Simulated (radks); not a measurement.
The numbers below are computed, except where a source is named.
Numerical settings for the silver ion Ag2+, [Kr] 4d9. Code: a radial shooting solver on a logarithmic mesh with Libxc functionals. Model: scalar-relativistic Kohn-Sham, PBE, spin-polarised, spherical densities, finite nucleus; open shells are filled with parallel spins first (spin-orbit coupling, left out, can overturn this in heavy ions); Fermi nuclear charge, rms radius 4.5454 fm. The defaults (mesh step 0.008 in ln r, mesh end at 40 bohr or more with all orbitals vanishing there, Anderson mixing 0.5 over 9 steps, residual threshold near 1e-9 with the energy settled to 1e-9 hartree or 1e-11 of itself, here a cap of 99 iterations) give E = -5314.8342 hartree and 4d at -28.508 eV in 15 iterations. Times are rough (one thread of a shared host). Changes against that run (0 stands for a change within the tolerance of the run):

| setting | iterations | converged | E (mhartree) | e(4d) (meV) | CPU (s) |
|---|---|---|---|---|---|
| mesh step in ln r 0.08 | 2 | no | diverged | - | 0.01 |
| mesh step in ln r 0.02 | 15 | yes | 0 | 0 | 0.06 |
| mesh step in ln r 0.012 | 15 | yes | 0 | 0 | 0.1 |
| mesh end (bohr) 3 | 14 | yes | +355 | +4.95e+03 | 0.13 |
| mesh end (bohr) 2 | 16 | level above zero | +5.01e+03 | +3.33e+04 | 0.12 |
| residual threshold 0.01 | 10 | yes | 0 | -0.499 | 0.11 |
| residual threshold 1e-16 | 99 | no | 0 | 0 | 0.45 |
| mixing 0.05 | 23 | yes | 0 | 0 | 0.23 |
| linear mixing, mixing 0.8 | 43 | no | diverged | - | 0.45 |
| linear mixing, mixing 0.2 | 88 | yes | 0 | 0 | 0.67 |
| mixing history 20 | 21 | yes | 0 | 0 | 0.21 |
| iteration cap 2 | 2 | no | +1.23e+03 | -2.53e+04 | 0.03 |

Settled on a wrong energy, with an occupied level pushed above zero by the early mesh end: mesh end (bohr) 2 (+5.01 hartree). Apart from these: settings that end as converged yet miss the energy by more than 1 mhartree: mesh end (bohr) 3 (+0.355 hartree). A mesh that ends early acts as a hard wall.
